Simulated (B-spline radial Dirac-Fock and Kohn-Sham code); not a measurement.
# Two-hole binding energies of Zn⁵⁺

System: zinc as Zn⁵⁺ in the configuration 1s2 2s2 2p6 3s2 3p6 3d7.

The run's input, task.json:

```json
{"items": [{
  "Z": 30,
  "q": 5,
  "cfg": [[1, 0, 2], [2, 0, 2], [2, 1, 6], [3, 0, 2], [3, 1, 6], [3, 2, 7]],
  "A": 64,
  "rrms": 3.9283,
  "do": ["binding", "quiet", "double"]
}]}
```

Launch: `python xray_run.py task.json out`

Level of theory: Dirac-Fock energy differences between relaxed states, corrected for Breit and QED terms; an atomic code on a B-spline grid. U is the two-hole binding energy less the two single-hole energies, the effective repulsion of the holes after relaxation. Each two-hole energy is an average over J within one jj subconfiguration.

| holes | E(a) (eV) | E(b) (eV) | E(ab) (eV) | U (eV) |
| --- | --- | --- | --- | --- |
| 1s⁻² | 9771.2 | 9771.2 | 19981.5 | 439.1 |
| 1s⁻¹ 2p1/2⁻¹ | 9771.2 | 1158.1 | 11049.4 | 120.1 |
| 1s⁻¹ 2p3/2⁻¹ | 9771.2 | 1134.7 | 11022.7 | 116.8 |
| 1s⁻¹ 3p1/2⁻¹ | 9771.2 | 194.8 | 10004.4 | 38.4 |
| 1s⁻¹ 3p3/2⁻¹ | 9771.2 | 191.5 | 10000.6 | 37.8 |
| 2s⁻² | 1312.7 | 1312.7 | 2700.5 | 75.1 |
| 2p3/2⁻² | 1134.7 | 1134.7 | 2353.1 | 83.6 |
| 2s⁻¹ 3p3/2⁻¹ | 1312.7 | 191.5 | 1538.4 | 34.2 |
| 2p3/2⁻¹ 3s⁻¹ | 1134.7 | 246.1 | 1415.7 | 34.9 |
| 2p1/2⁻¹ 3p3/2⁻¹ | 1158.1 | 191.5 | 1384.6 | 35.0 |
| 2p3/2⁻¹ 3p1/2⁻¹ | 1134.7 | 194.8 | ? | ? |
| 3p1/2⁻² | 194.8 | 194.8 | 420.0 | 30.4 |
| 3p1/2⁻¹ 3p3/2⁻¹ | 194.8 | 191.5 | 414.7 | 28.4 |
| 3p3/2⁻² | 191.5 | 191.5 | 411.9 | 28.9 |

Q: Give the missing two-hole energy and U.

A: E(ab) = 1364.8 eV and U = 35.2 eV.

Run: 23 s of CPU time on 1 thread of Neoverse-V2 (shared host), peak memory 0.37 GiB.

Values without a named source are computed, but for edge energies of neutral atoms, which are taken from tables.
